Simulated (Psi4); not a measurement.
CH₆S₃Sn (SMILES [CH3][Sn]([SH])([SH])[SH]), singlet, at a GFN2-xTB geometry (such geometries of metal compounds can be far from the true shape) (core potentials on Sn); B3LYP/def2-SV(P) in Psi4.

Here is a job for Psi4.
```
memory 2 GB

molecule mol {
0 1
  C    -2.298041   -0.859160    0.003084
  Sn   -0.211375   -0.078984   -0.000311
  S     1.196755   -1.387388   -1.520840
  S    -0.161440    2.260864   -0.728328
  S     0.761482   -0.201329    2.246724
  H    -2.827550   -0.420659   -0.834652
  H    -2.257247   -1.937807   -0.093396
  H    -2.764489   -0.576970    0.939751
  H     1.479219   -0.379872   -2.329022
  H     0.277703    2.741834    0.422198
  H     1.700593   -1.076728    1.931287
}

set basis def2-sv(p)
set reference rks

energy('b3lyp')
print_variables()
```

The log (banner, timings and long lists left out):

```
   => Loading Basis Set <=

    Name: DEF2-SV(P)
    Role: ORBITAL
    Keyword: BASIS

    !!!  WARNING: ECP capability is in beta. Please check occupations closely.  !!!

         ---------------------------------------------------------
                                   SCF
               by Justin Turney, Rob Parrish, Andy Simmonett
                          and Daniel G. A. Smith
                              RKS Reference
         ---------------------------------------------------------

  ==> Geometry <==

    Molecular point group: c1
    Full point group: C1

    Geometry (in Angstrom), charge = 0, multiplicity = 1:

       Center              X                  Y                   Z               Mass
    ------------   -----------------  -----------------  -----------------  -----------------
         C           -2.298470156967    -0.859359009144     0.003263472178    12.000000000000
         SN          -0.211804156967    -0.079183009144    -0.000131527822   119.902201630000
         S            1.196325843033    -1.387587009144    -1.520660527822    31.972071174400
         S           -0.161869156967     2.260664990856    -0.728148527822    31.972071174400
         S            0.761052843033    -0.201528009144     2.246903472178    31.972071174400
         H           -2.827979156967    -0.420858009144    -0.834472527822     1.007825032230
         H           -2.257676156967    -1.938006009144    -0.093216527822     1.007825032230
         H           -2.764918156967    -0.577169009144     0.939930472178     1.007825032230
         H            1.478789843033    -0.380071009144    -2.328842527822     1.007825032230
         H            0.277273843033     2.741634990856     0.422377472178     1.007825032230
         H            1.700163843033    -1.076927009144     1.931466472178     1.007825032230

  Running in c1 symmetry.

  Rotational constants: A =      0.04124  B =      0.04119  C =      0.03201 [cm^-1]
  Rotational constants: A =   1236.20039  B =   1234.88784  C =    959.65608 [MHz]
  Nuclear repulsion =  489.167548810874962

  Charge       = 0
  Multiplicity = 1
  Electrons    = 82
  Nalpha       = 41
  Nbeta        = 41

  ==> Algorithm <==

  SCF Algorithm Type is DF.
  DIIS enabled.
  MOM disabled.
  Fractional occupation disabled.
  Guess Type is SAD.
  Energy threshold   = 1.00e-06
  Density threshold  = 1.00e-06
  Integral threshold = 1.00e-12

  ==> Primary Basis <==

  Basis Set: DEF2-SV(P)
    Blend: DEF2-SV(P)
[...]
   @DF-RKS iter   3: -1450.34244924863492   -4.91892e-01   1.61071e-03 DIIS/ADIIS
   @DF-RKS iter   4: -1450.36057600458366   -1.81268e-02   3.25734e-04 DIIS/ADIIS
   @DF-RKS iter   5: -1450.36115362498094   -5.77620e-04   1.38280e-04 DIIS/ADIIS
   @DF-RKS iter   6: -1450.36126943081649   -1.15806e-04   2.98615e-05 DIIS
   @DF-RKS iter   7: -1450.36127689097043   -7.46015e-06   5.30884e-06 DIIS
   @DF-RKS iter   8: -1450.36127710206893   -2.11098e-07   9.16170e-07 DIIS
  Energy and wave function converged.

  ==> Post-Iterations <==

   Electrons on quadrature grid:
      Ntotal   =   81.9999971475 ; deviation = -2.852e-06

    Orbital Energies [Eh]
    ---------------------

    Doubly Occupied:

[...]
    Virtual:

[...]
    Final Occupation by Irrep:
              A
    DOCC [    41 ]
    NA   [    41 ]
    NB   [    41 ]

  @DF-RKS Final Energy: -1450.36127710206893

   => Energetics <=

    Nuclear Repulsion Energy =            489.1675488108749619
    One-Electron Energy =               -3056.7935732011210348
    Two-Electron Energy =                1200.3053402797943363
    DFT Exchange-Correlation Energy =     -83.0405929916171317
    Empirical Dispersion Energy =           0.0000000000000000
    VV10 Nonlocal Energy =                  0.0000000000000000
    Total Energy =                      -1450.3612771020689252

Computation Completed

Properties will be evaluated at   0.000000,   0.000000,   0.000000 [a0]

Properties computed using the SCF density matrix

 Multipole Moments:

 ------------------------------------------------------------------------------------
     Multipole            Electronic (a.u.)      Nuclear  (a.u.)        Total (a.u.)
 ------------------------------------------------------------------------------------

 L = 1.  Multiply by 2.5417464519 to convert [e a0] to [Debye]
 Dipole X            :        -11.4609583           11.1178146           -0.3431437
 Dipole Y            :         -4.2785075            4.1483707           -0.1301368
 Dipole Z            :         -0.0399493            0.0442965            0.0043472
 Magnitude           :                                                    0.3670178

 ------------------------------------------------------------------------------------

  Variable Map:
  ----------------------------------------------------------------------------
[...]
  Array Variable Map:
  ----------------------------------------------------------------------------
[...]
[...]
```
